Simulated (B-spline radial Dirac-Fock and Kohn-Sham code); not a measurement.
# Atomic SCF run for Pm²⁺

ΔSCF core binding energies without Breit or QED terms, calculated with a B-spline atomic structure program. Keys: rel is the Hamiltonian (dirac, or spin-free x2c and nr, where L3 and M5 stand for the whole 2p and 3d shells), method is hf or an exchange,correlation pair (spin-unpolarised, also for the hole states), nuc the nuclear model, radius_factor scales its radius, rmax is the box in bohr, h the logarithmic mesh step, order the B-spline order, points the quadrature points per cell, c_factor scales the speed of light, and damp, ndamp, maxit and tol steer the iteration. The run stops when the commutator error falls below 10·tol·max(1, Z/10), or the numerical noise floor, and the energy has settled to about 1e-8 Ha; the virial ratio is −V/T.

Input (task.json):

```json
{"items": [{"Z": 61, "q": 2, "cfg": [[1, 0, 2], [2, 0, 2], [2, 1, 6], [3, 0, 2], [3, 1, 6], [3, 2, 10], [4, 0, 2], [4, 1, 6], [4, 2, 10], [4, 3, 5], [5, 0, 2], [5, 1, 6]], "A": 145, "rrms": 4.962, "do": "settings", "holes": ["K", "L3", "M5"],
  "settings": [{"rel": "dirac", "method": "hf", "nuc": "fermi", "radius_factor": 1.0, "rmax": 45.0, "h": 0.3, "order": 8, "points": 10, "c_factor": 1.0, "maxit": 60, "damp": 0.5, "ndamp": 3, "tol": 1e-08, "cfg": "1s2 2s2 2p6 3s2 3p6 3d10 4s2 4p6 4d10 4f5 5s2 5p7"}]}]}
```

Command: `python xray2_run.py task.json out`

The program stops without a result: overfilled shell.

Question: One setting is unsound. Which, and why?

Answer: cfg puts more electrons in a shell than it can hold. With the default settings (Dirac Hartree-Fock): The ground state converged in 11 iterations, with total energy -10021.55001 Ha, virial ratio 1.92494 and highest orbital energy -23.23 eV. ΔSCF binding energies: K (1s) 45385.6 eV, L3 (2p3/2) 6492.4 eV, M5 (3d5/2) 1048.0 eV.
